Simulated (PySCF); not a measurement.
This PySCF input asks for the NMR shieldings of `O[SiH2]N([SiH2]O)[SiH2]O`, H₉NO₃Si₃; the geometry comes from GFN2-xTB.

```python
import basis_set_exchange as bse
import numpy as np
from pyscf import gto, dft
from pyscf.prop import nmr

atoms = """
O    -1.894786    2.000627    0.540331
Si   -0.310189    1.863320    0.275932
N     0.168723    0.183513    0.165339
Si   -0.821089   -1.212626    0.394759
O    -2.329725   -0.648935    0.739694
Si    1.830323   -0.095510   -0.200836
O     1.941607   -1.716358   -0.244770
H    -2.355329    1.164138    0.666031
H     0.420907    2.461511    1.394259
H    -0.001450    2.505122   -1.001440
H    -0.920060   -2.002738   -0.832834
H    -0.374427   -1.997025    1.546682
H    -3.013433   -1.288854    0.911301
H     2.695662    0.442961    0.849985
H     2.174481    0.470911   -1.505353
H     2.781186   -2.121114   -0.443005
"""
names = dict.fromkeys(["O", "Si", "N", "H"], "pcSseg-1")
basis = {el: gto.basis.parse(bse.get_basis(n, elements=[el], fmt="nwchem")) for el, n in names.items()}
mol = gto.M(atom=atoms, basis=basis, charge=0, verbose=0)
mf = dft.RKS(mol, xc="PBE0")
mf.grids.level = 2
mf.grids.alignment = dft.numint.BLKSIZE   # the property module wants whole blocks of grid points
mf.conv_tol = 1e-9
mf.kernel()

calc = nmr.RKS(mf)   # GIAO
C = mf.mo_coeff
Co = C[:, mf.mo_occ > 0]
resp = mf.gen_response(singlet=True, hermi=2)
def vind(x):   # induced exchange potential for any number of trial vectors
    d = np.einsum("pi,xij,qj->xpq", C, 2 * x.reshape(-1, C.shape[1], Co.shape[1]), Co, optimize=True)
    return np.einsum("xpq,pi,qj->xij", resp(d - d.transpose(0, 2, 1)), C, Co, optimize=True).ravel()
mo1, _ = nmr.rhf.solve_mo1(calc, with_cphf=vind)
sigma = calc.kernel(mo1)
for i, s in enumerate(sigma):   # ppm
    print("%2d %-2s %9.2f" % (i, mol.atom_pure_symbol(i), np.trace(s) / 3))
```

Question: Give the expected output.

Answer: 
```
 0 O     312.74
 1 Si    378.48
 2 N     233.16
 3 Si    374.42
 4 O     303.92
 5 Si    372.25
 6 O     317.95
 7 H      27.11
 8 H      26.30
 9 H      26.37
10 H      26.09
11 H      26.08
12 H      30.60
13 H      26.28
14 H      26.28
15 H      30.82
```

These numbers come from an equivalent density-fitted implementation of the same equations, which agrees with the script to about 0.01 ppm for H and up to a few tenths of a ppm for heavy atoms, so last digits may differ.

Question: Turn these shieldings into chemical shifts. Referencing at the same level of theory: 17O (σ = 336.08 ppm) against H2O; 29Si (σ = 349.16 ppm), 1H (σ = 31.72 ppm) vs TMS; NH3 for 15N (σ = 267.73 ppm).

Answer: Averaging equivalent atoms: O 0/4/6: 24.5; Si 1/3/5: -25.9; N 2: 34.6; H 8/9/10/11/13/14: 5.48; H 7/12/15: 2.21 ppm. Experimental scales use liquid or dissolved standards, which lie at an offset from isolated NH3 (liquid NH3: subtract about 20 ppm) and H2O (liquid H2O: subtract about 36 ppm).

Size and cost of the density-fitted run: 185 basis functions, 49 s wall time on 1 thread of an Arm Neoverse N1, shared host; peak memory 0.84 GiB.
